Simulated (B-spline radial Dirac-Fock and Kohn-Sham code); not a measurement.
K-line shifts caused by a second vacancy in Pb³⁺

System: lead as Pb³⁺, 1s2 2s2 2p6 3s2 3p6 3d10 4s2 4p6 4d10 4f14 5s2 5p6 5d10 6s1, inside a Watson sphere of charge -3 and radius 1.8 Å (a model of the Madelung potential; inside it an electron's potential energy is raised by 24.0 eV).

Input file task.json (cfg lists n, l and occupation; rrms is the nuclear radius in fm):

```json
{"items": [{
  "Z": 82,
  "q": 3,
  "cfg": [[1, 0, 2], [2, 0, 2], [2, 1, 6], [3, 0, 2], [3, 1, 6], [3, 2, 10], [4, 0, 2], [4, 1, 6], [4, 2, 10], [4, 3, 14], [5, 0, 2], [5, 1, 6], [5, 2, 10], [6, 0, 1]],
  "A": 208,
  "rrms": 5.5012,
  "watson": [-3, 1.8],
  "do": ["binding", "quiet", "double"]
}]}
```

Launch: `python xray_run.py task.json out`

Model: ΔSCF Dirac-Fock with Breit, self-energy and vacuum polarisation, finite nucleus, configuration average. Program: a radial atomic solver. Each two-hole energy is an average over J within one jj subconfiguration, not an observable level; in light atoms, where LS coupling holds, the j-resolved values are not observed lines, and for a K spectator the Kα1 hypersatellite is nearly forbidden. Electron correlation is not included.

Lines without a spectator: Kα2 (K-L2) 72800.4 eV, Kα1 (K-L3) 74964.9 eV, Kβ3 (K-M2) 84440.3 eV, Kβ1 (K-M3) 84928.2 eV. Shifts in eV with one spectator hole (a dash: not computed, or left out as unreliable):

| spectator hole | Kα2 | Kα1 | Kβ3 | Kβ1 |
| --- | --- | --- | --- | --- |
| K (1s) | +1151.8 | +1261.6 | +1497.6 | +1523.6 |
| L2 (2p1/2) | +153.4 | +213.0 | – | +388.4 |
| L3 (2p3/2) | +103.2 | +118.1 | +271.0 | – |
| M2 (3p1/2) | – | +35.0 | +63.6 | +75.8 |
| M3 (3p3/2) | +16.55 | – | +49.8 | +51.2 |
| M4 (3d3/2) | +5.30 | +2.09 | – | – |
| M5 (3d5/2) | -0.65 | +4.10 | – | – |
